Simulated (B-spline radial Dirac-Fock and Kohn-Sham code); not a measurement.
**Electron momentum distribution of Cs⁴⁸⁺: Compton profiles**

System: the Cs⁴⁸⁺ ion, configuration [He] 2s2 2p3.

Input file task.json (cfg lists n, l and occupation; rrms is the nuclear radius in fm):

```json
{"items": [{
  "Z": 55,
  "q": 48,
  "cfg": [[1, 0, 2], [2, 0, 2], [2, 1, 3]],
  "A": 133,
  "rrms": 4.8041,
  "do": ["scatter"],
  "s": [0.0, 0.05, 0.1, 0.15, 0.2, 0.25, 0.3, 0.35, 0.4, 0.45, 0.5, 0.6, 0.7, 0.8, 0.9, 1.0, 1.1, 1.2, 1.4, 1.6, 1.8, 2.0, 2.5, 3.0, 3.5, 4.0, 5.0, 6.0],
  "pz": [0, 0.1, 0.14, 0.19, 0.27, 0.37, 0.51, 0.71, 0.98, 1.4, 1.9, 2.6, 3.6, 5.0, 7.0, 9.7, 13.0, 19.0, 26.0, 36.0, 50.0],
  "hv_scatter": [2000, 5000, 8047.8, 10000, 17479.3, 100000, 200000, 1000000]
}]}
```

Command: `python xray_run.py task.json out`

Method: the impulse approximation on Dirac-Fock orbitals of the configuration average with a finite nucleus. Computed with an atomic code on a B-spline grid. pz is in atomic units of momentum; subshell profiles are per electron, for a selection of subshells; open shells are spread over both j values by their weights.

```csv
pz,J total,J 1s1/2,J 2s1/2,J 2p3/2
0,0.2046,0.0146,0.0496,0.0259
0.71,0.2041,0.0145,0.0493,0.0259
0.98,0.2036,0.0145,0.0491,0.0259
1.4,0.2026,0.0145,0.0486,0.0259
1.9,0.2010,0.0145,0.0478,0.0258
2.6,0.1979,0.0145,0.0463,0.0258
3.6,0.1920,0.0144,0.0436,0.0258
5,0.1813,0.0142,0.0387,0.0255
7,0.1626,0.0139,0.0307,0.0248
9.7,0.1346,0.0134,0.0200,0.0229
13,0.1025,0.0125,0.0102,0.0191
19,0.06067,0.0106,0.00259,0.0113
26,0.03487,0.00828,0.00135,0.00503
36,0.01783,0.00540,0.00123,0.00142
50,0.007786,0.00276,0.000683,0.000266
```

J(0) = 0.2046. The 2s1/2 subshell gives the largest part, 48 %.

Mean momentum ⟨p⟩ by subshell (a.u.): 1s1/2 51.6, 2s1/2 19.2, 2p1/2 25.4, 2p3/2 24.0.
